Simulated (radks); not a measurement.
Problem. Yb9+, 61 electrons, occupied as [Kr] 4d10 4f12 5s2 5p1. All-electron calculation, non-relativistic Kohn-Sham, LB94 model potential, spin-polarised, spherical densities, point nucleus; open shells are filled with parallel spins first (spin-orbit coupling, left out, can overturn this in heavy ions); relativity is left out, which matters for an element this heavy. Program: a radial shooting solver on a logarithmic mesh with Libxc functionals. Some entries of the table are withheld. Estimate them.

orbital  occ.  eigenvalue (hartree)  <r^2> (bohr^2)
1s up       1             -2098.354       0.0006252
1s down     1             -2098.354       0.0006252
2s up       1             -345.8774        0.009834
2s down     1             -345.8768        0.009834
2p up       3             -331.1328        0.007281
2p down     3             -331.1302        0.007281
3s up       1             -82.26737         0.06230
3s down     1             -82.26044         0.06228
3p up       3             -75.46530         0.05784
3p down     3             -75.45914         0.05781
3d up       5             -62.74677         0.04536
3d down     5             -62.74371         0.04534
4s up       1             -20.47725          0.3119
4s down     1             -20.41471          0.3124
4p up       3             -17.71170          0.3255
4p down     3             -17.65073          0.3260
4d up       5             -12.70567          0.3590
4d down     5             -12.64846          0.3600
5s up       1              -7.02341           1.508
5s down     1              -6.99167           1.506
4f up       7              -6.29831          0.4977
4f down     5              -6.25004          0.5005
5p up       1                   (1)           1.718
5p down     0                   (2)           1.716

Solution. 
(1) 5p up eigenvalue (hartree): -6.13054
(2) 5p down eigenvalue (hartree): -6.09722
